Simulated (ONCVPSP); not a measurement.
**W: one change to an ONCV potential, before and after**

| Property | Result |
| --- | --- |
| Element | tungsten |
| Generator | ONCVPSP 4.0.1 |
| Type | optimised norm-conserving Vanderbilt (ONCV) |
| Functional | PBEsol |
| Relativity | scalar-relativistic |
| Frozen core | [Xe] 4f14 |
| Valence charge | 6 |
| Reference configuration | 5d5 6s1 |
| Partial waves | 6s: rc 2.90 bohr, ncon 4, nbas 8, qcut 1.9 1/bohr, 2 projectors, debl 3.7 Ha; p scattering state at 0.1 Ha: rc 2.65 bohr, ncon 3, nbas 6, qcut 3 1/bohr, 2 projectors, debl 3.6 Ha; 5d: rc 2.55 bohr, ncon 3, nbas 7, qcut 6.3 1/bohr, 1 projector |
| Local potential | polynomial inside 1.80 bohr (lpopt 5, dvloc0 0 Ha) |
| Core correction | Teter function, fcfact 1.75, rcfact 1.3 |

In the p channel the program set the typed energies aside and used 0.050, 3.650 Ha.

Change: s: rc 2.24.

Cutoffs: the cutoffs (Ha) at which the residual kinetic energy of the hardest occupied pseudo-wave falls to 1 and 0.1 mHa per electron; they do not see the model core or the augmentation charge, which bear on the density cutoff. Errors are all-electron minus pseudo energies relative to the spin-unpolarised reference configuration.

**Question.** What does the change do?

**Answer.** The potential gets neither clearly harder nor softer (12 Ha and 19 Ha → 12 Ha and 18 Ha); the d channel sets the loose cutoff, while the largest relative change is in s, which becomes softer; of the 4 tests that both files solve, the error grows in 3 and shrinks in 1 by more than 15 % and 0.3 meV (median size 15.6 → 13.3 meV); neither file shows a bound ghost.

```csv
quantity,base,changed
"cutoff, loose",12 Ha,12 Ha
"cutoff, tight",19 Ha,18 Ha
loose cutoff by channel,"s 9.1 Ha, d 12 Ha","s 6.2 Ha, d 12 Ha"
bound ghosts,none,none
GHOST(+) flags under 300 eV,"s at 35.7 eV, p at 79.1 eV","s at 32.1 eV, p at 79.1 eV"
"error for 5d4 6s2, meV [ΔE -1.54 eV]",+5.2,-14
"error for 5d4 6s1, meV [ΔE 7.38 eV]",-5.4,-12
"error for 5d4 6s0, meV [ΔE 23.08 eV]",-31,-12
"error for 5d4 6s1 6p1, meV [ΔE 3.00 eV]",-26,-30
p: phases at 2.70 bohr within 0.05 rad from the reference energy up to (Ha; the scan ends near 5),2.0,2.0
d: phases at 2.59 bohr within 0.05 rad from the reference energy up to (Ha; the scan ends near 5),1.2,1.2
"rms error of d²Exc/dni dnj with the model core, mHa",3.96,3.94
```

Changed file: The cutoffs count occupied waves only; projector 2 of the s channel, the hardest unoccupied one, needs 45 Ha at the loose tolerance.
